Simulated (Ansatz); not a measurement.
Relaxation of BCl$_{2}$FH$_{4}$Si (9 atoms, charge 0, multiplicity 1), to a largest force component of 0.03 eV/Å in at most 50 steps.

These are results of Ansatz 0.2.0, RKS B3LYP-D4/def2-SVP, not measurements.

```xyz
9
Properties=species:S:1:pos:R:3:forces:R:3
B 0.019 -0.538 -0.417 -0.08 0.66 -0.35
F 0.403 0.165 1.978 0.16 0.14 0.08
Cl 1.431 0.210 -1.151 -0.08 -0.01 -0.02
Cl -1.559 0.247 -0.587 0.11 -0.04 -0.05
Si 0.109 -2.304 0.461 0.03 -0.73 0.25
H -0.455 -3.379 -0.419 0.04 0.04 0.07
H 1.490 -2.684 0.886 -0.07 0.01 -0.03
H -0.755 -2.258 1.695 0.03 -0.02 -0.04
H -0.198 -0.444 2.340 -0.13 -0.06 0.09
```

Problem. Where does it end, and by what steps?

Solution. The run converged. After 23 steps the energy has fallen by 0.077 eV; H9 moved furthest, 0.84 Å.

| step | energy less start (eV) | largest force component (eV/Å) | accepted |
| --- | --- | --- | --- |
| 0 | 0.0000 | 0.731 | yes |
| 1 | 0.0088 | 1.319 | no |
| 2 | -0.0257 | 0.363 | yes |
| 3 | -0.0304 | 0.670 | yes |
| 4 | -0.0349 | 0.503 | yes |
| 5 | -0.0393 | 0.618 | yes |
| 6 | -0.0075 | 1.244 | no |
| 7 | -0.0489 | 0.153 | yes |
| 8 | -0.0415 | 0.880 | no |
| 9 | -0.0517 | 0.089 | yes |
| 10 | -0.0539 | 0.080 | yes |
| 11 | -0.0560 | 0.380 | yes |
| 12 | -0.0554 | 0.830 | no |
| 13 | -0.0600 | 0.144 | yes |
| 14 | -0.0623 | 0.216 | yes |
| 15 | -0.0647 | 0.428 | yes |
| 16 | -0.0618 | 0.797 | no |
| 17 | -0.0708 | 0.177 | yes |
| 18 | -0.0740 | 0.174 | yes |
| 19 | -0.0750 | 0.402 | yes |
| 20 | -0.0765 | 0.084 | yes |
| 21 | -0.0772 | 0.057 | yes |
| 22 | -0.0774 | 0.042 | yes |
| 23 | -0.0774 | 0.026 | yes |

```xyz
9
Properties=species:S:1:pos:R:3
B -0.002 -0.591 -0.353
F 0.512 0.014 2.248
Cl 1.285 0.073 -1.337
Cl -1.467 0.403 -0.130
Si 0.108 -2.445 0.442
H -0.178 -3.438 -0.641
H 1.474 -2.712 0.973
H -0.906 -2.632 1.518
H -0.341 0.343 2.068
```

Whether the end is a true minimum wasn't checked by a vibrational analysis.

The run took 64 s on 2 threads of Arm Neoverse V2, with other jobs on the host, peak memory 0.23 GiB.
